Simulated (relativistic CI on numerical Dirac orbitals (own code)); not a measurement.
## One change at a time: Au46+

Base calculation: Dirac-Coulomb-Breit CI, separate exchange-only KLI orbitals for each configuration, model QED (radiative potential, 1s self-energy scaled to tabulated hydrogen-like ionisation energies), unscaled Slater integrals.

Configurations in the expansion (outside the closed core [Ar] 3d10): 4s2.4p3, 4s.4p4, 4s2.4p2.4d, 4p5, 4s.4p3.4d, 4s2.4p2.4f, 4s.4p3.4f, 4p4.4d, 4s.4p2.4d2, 4s2.4p.4d.4f, 4p4.4f, 4p3.4d.4f, 4s.4p2.4f2, 4s2.4p2.5s, 4p4.5s, 4s2.4p2.5p, 4s.4p2.4d.5s, 4s2.4p.4f.5s, 4s.4p3.5s, 4s2.4p2.5d, 4s.4p3.5p, 4s2.4p2.5f, 4s2.4p2.5g, 4s.4p3.5d, 4p3.4f.5s, 4s.4p3.5f, 4s2.4p2.6s, 4s2.4p.4d2, 4s2.4d3, 4s.4p.4d3, 4s2.4d2.4f, 4s.4p.4d2.4f, 4s2.4d2.5s, 4p3.4d2, 4p2.4d3, 4p2.4d2.4f, 4p2.4d2.5s, 4s2.4p.4f2, 4s2.4d.4f2, 4s.4p.4d.4f2, 4s2.4f3, 4s.4p.4f3, 4s2.4f2.5s, 4p3.4f2, 4p2.4d.4f2, 4p2.4f3, 4p2.4f2.5s, 4s.4p2.4d.4f, 4s.4p.4d.4f.5s, 4s2.4p.4d.5s, 4s.4p.4d2.5s, 4s2.4d.4f.5s, 4s2.4d.5s2, 4p3.4d.5s, 4p2.4d.4f.5s, 4p2.4d.5s2, 4s.4p2.4f.5s, 4s.4p.4f2.5s, 4s.4p.4f.5s2, 4s2.4p.5s2, 4s.4p.4d.5s2, 4s2.4f.5s2. Double excitations out of closed p, d and f shells are left out; levels of such configurations are missing from the list, as are those of other unlisted configurations, and high levels can miss mixing partners. These lack a partner that the ground configuration has and come out too high: 4s2.4p2.5p, 4s2.4p2.5d, 4s.4p3.5p, 4s2.4p2.5f, 4s2.4p2.5g.

Variants: (1) valence Slater integrals scaled by 0.9; (2) QED terms removed; (3) only the first 3 configurations. Shifts of the energy above 4s2.4p3 2P°_3/2, in eV, for the lowest level and the first level of each name with at least 55 % of one term (blank where a level changes its place among those of its configuration and J or its character, or is not in the variant):

| Level | Base | Δ(1) | Δ(2) | Δ(3) |
| --- | --- | --- | --- | --- |
| 4s2.4p3 2P°_3/2 | 0.000 | 0.000 | 0.000 | 0.000 |
| 4s2.4p3 2D°_5/2 | 134.504 | +0.191 | -0.116 | +0.596 |
| 4s2.4p3 2P°_1/2 | 142.234 | -0.535 | -0.115 | +0.989 |
| 4s.4p4 4P_5/2 | 240.914 | +1.379 | +1.424 | -1.024 |
| 4s.4p4 2S_1/2 | 256.819 | +0.242 | +1.468 | -0.461 |
| 4s2.4p2.4d 4D_1/2 | 300.351 | +1.354 | +0.216 | -0.401 |
| 4s2.4p2.4d 2G_9/2 | 334.973 | +0.717 | +0.136 | -0.270 |
| 4s2.4p2.4d 2F_7/2 | 350.511 | -0.625 | +0.140 | +0.728 |
| 4s.4p4 4P_3/2 | 377.190 | +1.073 | +1.260 | -0.144 |
| 4s.4p4 2D_5/2 | 386.168 | +0.454 | +1.284 | +0.298 |
| 4s2.4p2.4d 4F_9/2 | 466.425 | +1.202 | +0.030 | +0.411 |

At this charge energies of transitions that change n are usually good to better than 1 %, and those within a shell (Δn = 0) to a few per cent.

Ionisation energy from the two ground configurations alone: base 2442.94 eV. The NIST ASD value (theoretical) is 2443 eV.

LS names give the leading component of a level, which can be under half, so a name can repeat, a term be missing and a line seem to break the LS rules.
